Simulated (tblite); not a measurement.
Compound: C6H10OSi.
Numbering: `[CH3:1][C:2]#[C:3][C@H:4]1[CH2:5][O:6][SiH2:7][CH2:8]1` (hydrogens: H9, H10, H11 on C1; H12 on C4; H13, H14 on C5; H15, H16 on Si7; H17, H18 on C8)

Structure used (GFN2-xTB), in Å, numbered top down from 1:
```
atom  x, y, z in Å
C1     3.5790   -0.4703    0.1392
C2     2.2016   -0.2249   -0.2306
C3     1.0634   -0.0261   -0.5505
C4    -0.3222    0.2347   -0.8813
C5    -1.1363   -1.0666   -0.9959
O6    -2.5065   -0.7675   -0.8997
Si7   -2.8517    0.6192   -0.1037
C8    -1.0286    1.0972    0.1766
H9     3.9699    0.3772    0.7019
H10    4.1881   -0.6122   -0.7533
H11    3.6439   -1.3653    0.7575
H12   -0.3730    0.7510   -1.8474
H13   -0.8610   -1.7524   -0.1862
H14   -0.9622   -1.5691   -1.9514
H15   -3.5768    1.5025   -1.0116
H16   -3.5639    0.3286    1.1365
H17   -0.6928    0.8022    1.1722
H18   -0.7797    2.1480    0.0512
```

All values are computed: GFN2-xTB (tblite) harmonic vibrations without scaling, gas phase. Against measured fundamentals such values can be off by several per cent, at times by over 20. Modes of hydrogen on silicon can be 10 to 20 % off. One conformer, not necessarily the lowest. The optimisation stopped once no atom felt more than 0.01 eV/Å.

Lowest wavenumbers of the output (negative numbers stand for imaginary wavenumbers):
```
mode    cm-1
  1     -20.8
  2      69.5
  3      89.5
  4     130.9
  5     192.7
  6     264.6
  7     276.0
  8     370.5
  9     426.5
 10     453.2
```

Is this structure a minimum?

Not by this Hessian. 1 mode is imaginary beyond 20i (21i cm⁻¹), so at this level the point lies at or near a first-order saddle. The curvature is small, so loose convergence or finite differences may be the whole cause.

Which atoms move in the imaginary mode?

21i: H10 (methyl hydrogen) 32 %, H11 (methyl hydrogen) 32 %, H9 (methyl hydrogen) 32 %. These are shares of the mass-weighted motion.

What is the remedy?

Step along that mode in both directions, optimise again with tighter thresholds and repeat the frequencies. The zero-point energy of this point (87.7 kcal/mol) counts the 47 real modes alone, and thermal corrections from it aren't those of a minimum.
